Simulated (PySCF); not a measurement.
Si(Cl)(Br)(vinyl)(NH2) (C2H5BrClNSi), SMILES C=C[Si](N)(Cl)Br.

Geometry optimised at PBE-D3(BJ)/def2-SVP. One conformer was computed; it need not be the lowest.

Computed with PBE-D3(BJ)/def2-SVP run with PySCF.

Frequencies are harmonic and unscaled.

Task: Estimate the vibrational spectrum. (The exact figures need the calculation; the answer reports its results.)

Result: 
| mode | ν (cm⁻¹) | IR (km/mol) | moving atoms (share of kinetic energy) |
|---|---|---|---|
| 1 | 74 | 0.5 | C 49 %, H 23 %, Br 11 %, Cl 11 % |
| 2 | 115 | 6.0 | Cl 31 %, H 21 %, C 17 %, Br 15 %, N 12 % |
| 3 | 147 | 0.9 | H 29 %, C 26 %, Cl 18 %, N 16 %, Br 10 % |
| 4 | 162 | 1.9 | C 23 %, Si 20 %, N 19 %, H 17 %, Cl 14 % |
| 5 | 198 | 1.4 | H 49 %, N 17 %, Br 16 % |
| 6 | 235 | 6.0 | N 28 %, H 23 %, C 20 %, Cl 12 %, Si 10 % |
| 7 | 262 | 13.4 | H 52 %, N 21 %, C 13 % |
| 8 | 322 | 3.8 | C 28 %, Cl 25 %, H 19 %, Br 14 %, Si 9 % |
| 9 | 429 | 55.8 | Si 44 %, H 23 %, C 17 %, Br 11 % |
| 10 | 447 | 96.9 | H 67 %, N 27 % |
| 11 | 509 | 68.0 | H 36 %, C 21 %, Si 19 %, Cl 18 % |
| 12 | 567 | 186.1 | Si 40 %, H 31 %, C 18 %, Cl 9 % |
| 13 | 688 | 73.6 | C 40 %, Si 32 %, H 20 % |
| 14 | 824 | 88.1 | H 72 %, N 16 %, Si 11 % |
| 15 | 866 | 81.7 | N 41 %, Si 40 %, H 17 % |
| 16 | 958 | 20.5 | H 71 %, C 28 % |
| 17 | 972 | 9.8 | H 81 %, C 16 % |
| 18 | 1001 | 13.2 | H 94 % |
| 19 | 1224 | 0.1 | H 71 %, C 28 % |
| 20 | 1362 | 18.1 | H 85 %, C 15 % |
| 21 | 1481 | 55.4 | H 90 %, N 10 % |
| 22 | 1615 | 9.1 | C 87 %, H 13 % |
| 23 | 3054 | 10.6 | H 95 % |
| 24 | 3091 | 0.8 | H 92 %, C 8 % |
| 25 | 3151 | 3.4 | H 89 %, C 11 % |
| 26 | 3477 | 34.9 | H 96 % |
| 27 | 3577 | 33.1 | H 91 %, N 9 % |
